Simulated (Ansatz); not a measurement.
Total energies of C2H6Cl4Ga2 (`[CH3][Ga@-]1([Cl])[Cl+][Ga@@-]([CH3])([Cl])[Cl+]1`).

```xyz
14

C    -0.230    1.824    2.178
Ga   -1.324    0.619    1.113
Cl   -3.422    0.261    1.325
Cl   -0.317   -1.498    0.951
Ga   -0.111   -1.215   -1.373
C     1.761   -1.188   -1.900
Cl   -1.678   -2.379   -2.250
Cl   -0.955    0.970   -1.182
H    -0.267    1.526    3.227
H    -0.609    2.843    2.088
H     0.803    1.793    1.832
H     2.185   -2.188   -1.803
H     1.846   -0.869   -2.940
H     2.316   -0.498   -1.266
```

The species carries charge 0 and has multiplicity 1. Correlated methods include outer-core shells of Ga, which these sets cover unevenly. Scalar relativity is left out up to krypton. The structure was optimised at the PBE0-D4/def2-TZVP level. Basis def2-TZVPP, Ansatz.

RPA on PBE orbitals: Hartree–Fock energy of these orbitals -5763.97051 Eh, correlation -2.52131 Eh (frozen core).

| functional | kind | energy without D4 (Eh) | D4 term (kJ/mol) |
| --- | --- | --- | --- |
| ωB97X-V | range-separated hybrid GGA with VV10 | -5770.06020 | – |
| B2PLYP | double hybrid | -5769.37946 | – |

Q: Give the same for LDA (SPW92), PBE, revPBE, BLYP, r2SCAN, B97M-V, PBE0, B3LYP, r2SCANh, r2SCAN0, HSE06 (plane-wave form), BHLYP, CAM-B3LYP, LC-ωPBE, ωB97M-V, PBE-QIDH. (Best estimate.)

A: Computed: 
```
             functional                                       kind  energy without D4 (Eh)  D4 term (kJ/mol)
            LDA (SPW92)                                        LDA             -5757.94758                 –
                    PBE                                        GGA             -5769.24536             -56.6
                 revPBE                                        GGA             -5770.04218            -127.7
                   BLYP                                        GGA             -5770.76163            -115.9
                 r2SCAN                                   meta-GGA             -5770.52077             -14.4
                 B97M-V                         meta-GGA with VV10             -5769.49533                 –
                   PBE0         global hybrid, 25 % exact exchange             -5769.49438             -49.9
                  B3LYP                        global hybrid, 20 %             -5770.85760             -91.8
                r2SCANh                      meta-GGA hybrid, 10 %             -5770.49187             -15.9
                r2SCAN0                      meta-GGA hybrid, 25 %             -5770.45135             -17.8
HSE06 (plane-wave form)                            screened hybrid             -5769.45779             -47.7
                  BHLYP                        global hybrid, 50 %             -5770.59902             -84.4
              CAM-B3LYP                     range-separated hybrid             -5770.94326             -52.8
                LC-ωPBE                long-range corrected hybrid             -5769.65273                 –
                ωB97M-V  range-separated hybrid meta-GGA with VV10             -5770.36501                 –
               PBE-QIDH                              double hybrid             -5768.49050                 –
```

B3LYP takes the VWN-RPA correlation (the form of Gaussian; ORCA's B3LYP/G). HSE06 is the plane-wave form, built on full-range PBE exchange. The double hybrids freeze the cores in their second-order part.

LC-ωPBE has ω = 0.4 bohr⁻¹.
